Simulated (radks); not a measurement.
Removal energies from the ruthenium ion Ru+, [Kr] 4d(3/2: 4, 5/2: 3), by Delta-SCF beside the eigenvalue of the level emptied. All-electron calculation, Dirac Kohn-Sham, relativistic LDA (MacDonald-Vosko exchange, VWN5 correlation), spin-unpolarised, spherical densities, finite nucleus; Fermi nuclear charge, rms radius of each element as measured or else 0.836 A^(1/3) + 0.57 fm. Program: a radial shooting solver on a logarithmic mesh with Libxc functionals. Sub-shells are occupied by j as written (lower j first in brackets).

removed from                                  final configuration  Delta-SCF (eV)  -eigenvalue (eV)
4d5/2                                     [Kr] 4d(3/2: 4, 5/2: 2)          18.251            12.631
4d3/2                                     [Kr] 4d(3/2: 3, 5/2: 3)          18.626            12.964
4p3/2         [Ar] 3d10 4s2 4p(1/2: 2, 3/2: 3) 4d(3/2: 4, 5/2: 3)          59.598            52.785
4p1/2         [Ar] 3d10 4s2 4p(1/2: 1, 3/2: 4) 4d(3/2: 4, 5/2: 3)          63.105            56.192
